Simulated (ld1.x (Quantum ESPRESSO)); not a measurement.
What one change does to a pseudopotential (vanadium (V), TM semilocal)

```
Element                 : V (Z = 23)
Generator               : ld1.x (Quantum ESPRESSO) 7.5
Type                    : norm-conserving Troullier–Martins (semilocal form)
Functional              : LDA (PZ)
Relativity              : non-relativistic
Frozen core             : [Ar]
Valence charge          : 5
Reference configuration : 3d3 4s1.75 4p0 (charge +0.25)
Partial waves           : 4s (bound): rc 2.50 bohr; 3d (bound): rc 1.60 bohr; 4p (bound, empty): rc 2.55 bohr
Local potential         : the p channel
Core correction         : Bessel-smoothed model core, default radius (core density twice the valence density)
```

Change: scalar-relativistic.

Cutoffs: the cutoffs (Ry, on a coarse ladder) from which the occupation-weighted sum of valence levels, in a spherical-Bessel basis at the reference potential, stays within 10 and 1 mRy of its value at 400 Ry; they do not see the model core or the augmentation charge, which bear on the density cutoff. Errors are all-electron minus pseudo energies relative to the spin-unpolarised reference configuration.

Q: How do hardness, ghosts and transferability respond?

A: The potential gets neither clearly harder nor softer (80 Ry and 100 Ry → 80 Ry and 100 Ry); of the 9 tests that both files solve, the error grows in 3 and shrinks in 0 by more than 15 % and 0.3 meV (median size 31.1 → 33.6 meV); neither file shows a bound ghost. A semilocal file is local in each channel, so a ghost entry of none says nothing of the separable form that plane-wave codes build from it.

| quantity | base | changed |
| --- | --- | --- |
| cutoff, loose | 80 Ry | 80 Ry |
| cutoff, tight | 100 Ry | 100 Ry |
| bound ghosts | none | none |
| error for 3d3 4s2 4p0, meV [ΔE -1.38 → -1.40 eV] | -0.2 | -0.1 |
| error for 3d3 4s1 4p0, meV [ΔE 6.48 → 6.54 eV] | -2.9 | -3.6 |
| error for 3d3 4s0 4p0, meV [ΔE 20.90 → 21.09 eV] | -31 | -34 |
| error for 3d3 4s0 4p2, meV [ΔE 5.45 → 5.60 eV] | -3.7 | -4.4 |
| error for 3d4 4s1 4p0, meV [ΔE -1.03 → -0.86 eV] | -132 | -127 |
| error for 3d2 4s2 4p1, meV [ΔE 4.74 → 4.51 eV] | -339 | -326 |
| error for 3d3 4s0 4p1, meV [ΔE 10.56 → 10.72 eV] | -5.0 | -6.1 |
| error for 3d3 4s1.75 4p0 (spin-polarised), meV [ΔE -1.75 → -1.74 eV] | +119 | +121 |
| error for 3d3 4s2 4p0 (spin-polarised), meV [ΔE -3.03 eV] | +119 | +121 |
| s: phases at 2.74 bohr within 0.05 rad from the reference energy up to (Ry; the scan ends near 5) | 2.2 | 2.2 |
| p: phases at 2.74 bohr within 0.05 rad from the reference energy up to (Ry; the scan ends near 5) | 1.1 | 1.3 |
| d: phases at 2.74 bohr within 0.05 rad from the reference energy up to (Ry; the scan ends near 5) | 1.0 | 1.0 |
